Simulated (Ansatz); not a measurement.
Mulliken charges of CH5O2Si, SMILES `C[Si](O)O` radical from B3LYP/def2-TZVPP in Ansatz (PBE0-D4/def2-TZVP geometry).

| atom | x (Å) | y (Å) | z (Å) | charge (e) |
| --- | --- | --- | --- | --- |
| C1 | -0.744 | 0.490 | -0.963 | -0.349 |
| Si2 | 0.678 | 0.059 | 0.167 | 0.441 |
| O3 | 0.997 | -1.530 | -0.123 | -0.381 |
| O4 | 0.274 | 0.179 | 1.770 | -0.373 |
| H5 | -0.468 | 0.323 | -2.006 | 0.104 |
| H6 | -1.040 | 1.533 | -0.843 | 0.088 |
| H7 | -1.598 | -0.150 | -0.718 | 0.102 |
| H8 | 1.562 | -1.976 | 0.510 | 0.184 |
| H9 | 0.428 | 1.026 | 2.190 | 0.184 |

Q: By hand: the dipole of these point charges (1 e Å = 4.8032 D).

A: Σ q r = (0.140, 0.350, -0.063) e Å, of length 0.382 e Å = 1.83 D.

Q: How does the dipole of the full density compare? (An estimate is asked.)

A: The calculation gave: (0.087, 0.240, 0.150) e Å, 1.42 D; the point charges give 1.29 times that, at 40° from its direction.

Point charges leave out the atoms' own dipoles, such as those of lone pairs, and Mulliken's split depends on the basis, so the two needn't agree.

B3LYP here is the variant with VWN-RPA as its local correlation; programs differ in this.
